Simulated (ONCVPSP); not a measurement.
**gallium: excitation energies, all-electron against ONCV**

- Element: gallium
- Generator: ONCVPSP 4.0.1
- Type: optimised norm-conserving Vanderbilt (ONCV)
- Functional: PBE
- Relativity: scalar-relativistic
- Frozen core: [Ar]
- Valence charge: 13
- Reference configuration: 3d10 4s1.75 4p1.25
- Partial waves: 4s: rc 1.55 bohr, ncon 5, nbas 8, qcut 4 1/bohr, 2 projectors, debl 1.5 Ha; 4p: rc 2.00 bohr, ncon 3, nbas 7, qcut 3.5 1/bohr, 1 projector; 3d: rc 0.70 bohr, ncon 4, nbas 7, qcut 14.6 1/bohr, 3 projectors, debl 1.9 Ha
- Local potential: polynomial inside 0.45 bohr (lpopt 5, dvloc0 0 Ha)
- Core correction: polynomial model core, fcfact 0.2

Energies are relative to the spin-unpolarised reference configuration 3d10 4s1.75 4p1.25; without spin polarisation the order of configurations can differ from experiment.

| valence configuration | charge | ΔE all-electron (eV) | error AE − PS (meV) |
| --- | --- | --- | --- |
| 3d10 4s2 4p1 | 0 | -1.603 | +0.2 |
| 3d10 4s2 4p0 | +1 | 4.085 | -0.4 |
| 3d10 4s1 4p0 | +2 | 25.213 | -16 |

(1) What are ΔE and the potential's error for 3d10 4s1 4p2?

Levels in the configuration 3d10 4s1 4p2:

```json
{"level": "3d", "all-electron (eV)": "-21.035", "pseudo (eV)": "-21.020"}
{"level": "4s", "all-electron (eV)": "-10.044", "pseudo (eV)": "-10.044"}
{"level": "4p", "all-electron (eV)": "-3.349", "pseudo (eV)": "-3.348"}
```

Note: ghosts flagged at negative energy: s at -126.6 eV, p at -241.9 eV, d at -243.4 eV; GHOST(+) flagged for s at 285.7 eV. A true bound ghost makes a file unfit for plane-wave use.

Answers

(1) ΔE = 4.934 eV all-electron; the error (AE − PS) is -0.9 meV.
